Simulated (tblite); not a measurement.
Here is a computed GFN2-xTB geometry (Å):
```
atom  x, y, z in Å
C1     3.093   -0.392   -0.133
C2     1.727    0.204   -0.165
C3     0.764   -0.081    0.697
C4    -0.609    0.497    0.621
O5    -1.500    0.035    1.647
C6    -2.475   -0.417    0.709
C7    -1.552   -0.073   -0.472
O8    -2.022    0.785   -1.457
H9     3.210   -1.051    0.723
H10    3.275   -0.961   -1.044
H11    3.845    0.394   -0.081
H12    1.539    0.907   -0.967
H13    0.915   -0.788    1.500
H14   -0.576    1.596    0.603
H15   -2.722   -1.472    0.845
H16   -3.389    0.185    0.750
H17   -1.141   -0.940   -0.991
H18   -2.389    1.577   -1.044
```

Charge 0, singlet.

(1) Read off the bonds between heavy atoms and their formal orders.

(2) Write the SMILES.

(3) Name the point group.

(4) Which rings does it hold (smallest set)?

(5) Classify the heavy atoms.

(6) What is the arrangement about C3?

(7) What is the arrangement about C4?

Answers

(1) C1–C2 1.49 Å (single); C2–C3 1.32 Å (double); C3–C4 1.49 Å (single); C4–O5 1.44 Å (single); O5–C6 1.43 Å (single); C6–C7 1.54 Å (single); C7–O8 1.39 Å (single); C4–C7 1.55 Å (single). Bonds to hydrogen (Å): C1–H9 1.09; C1–H10 1.09; C1–H11 1.09; C2–H12 1.08; C3–H13 1.08; C4–H14 1.10; C6–H15 1.09; C6–H16 1.10; C7–H17 1.09; O8–H18 0.97.

(2) `C/C=C/[C@@H]1OC[C@H]1O`, C6H10O2. Among its features: C=C double bond, alcohol and ether.

(3) C1 (no symmetry element, even within 0.4 Å).

(4) C4–O5–C6–C7 (4 members, 0.03 Å rms from planarity).

(5) C1: allylic carbon; C2: alkene CH carbon; C3: alkene CH carbon; C4: sp3 carbon bound to oxygen; O5: cyclic ether oxygen; C6: sp3 carbon bound to oxygen; C7: carbinol carbon (C–OH); O8: alcohol oxygen.

(6) It has 3 neighbours (C2, C4, H13) and is planar (angles 123.6°, 121.6° and 114.8°, sum 360.0°, 0.01 Å off the plane of its three neighbours).

(7) It has 4 neighbours (C3, O5, C7, H14) and has angles from 90.5° to 116.9°.
